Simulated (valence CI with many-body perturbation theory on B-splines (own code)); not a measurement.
Hg⁴⁸⁺ in brief

Computed by configuration interaction combined with many-body perturbation theory (CI+MBPT): four valence electrons over a frozen Dirac-Fock core [Ar] 3d10, radial functions for each j: 11 s, 11 p, 9 d, 7 f, 5 g, 2 h, 1 i, with the one-electron correlation potential Σ1 (screened to all orders), the two-electron term Σ2, the three-electron term Σ3, Breit, model QED; selected single and double excitations, second order for the rest (own B-spline code, finite nucleus).

No measured spectrum was set against this ion. As an estimate, large intervals hold to a few tenths of a per cent, small ones and those within an open d or f shell to about a per cent.

Levels are named by their leading jj configuration (3d3/2^4 stands for four electrons in 3d with j = 3/2), which in mixed levels can hold well under half, so a name can repeat and another be missing.

Rates and lifetimes use the calculated energies. Strong lines usually hold to 10 to 20 %, long lifetimes can be off by a factor of two.

Question: What is the ground level?

Answer: (4s^2 4p1/2^2) J=0, composition 69 % 4s2 4p2 3P + 30 % 4s2 4p2 1S.

Question: Name the longest-lived excited levels whose lifetime is computed, and their main decay.

Answer: (4s^2 4p1/2 4p3/2) J=2 at 145.93 eV lives 1.27 μs, mostly by E2 to (4s^2 4p1/2^2) J=0; (4s^2 4p3/2 4d5/2) J=4 at 494.18 eV lives 57.7 ns, mostly by M1 to (4s^2 4p1/2 4d5/2) J=3; (4s^2 4p1/2 4p3/2) J=1 at 141.14 eV lives 55.9 ns, mostly by M1 to (4s^2 4p1/2^2) J=0.

Question: What are the static dipole polarisabilities of the lowest levels?

Answer: (4s^2 4p1/2^2) J=0 0.0190 bohr³, of which the core gives 0.00141.

Question: Among levels below 648.41 eV, which E1 lines absorb most strongly from the ground level?

Answer: to (4s^2 4p1/2 4d3/2) J=1 at 3.686 nm, f = 1.70; to (4s 4p1/2^2 4p3/2) J=1 at 4.601 nm, f = 0.585; to (4s 4p1/2 4p3/2^2) J=1 at 2.988 nm, f = 0.00306.

Question: What is the ionisation energy?

Answer: 2747.9 eV; NIST lists 2745 ± 4 eV (theoretical).
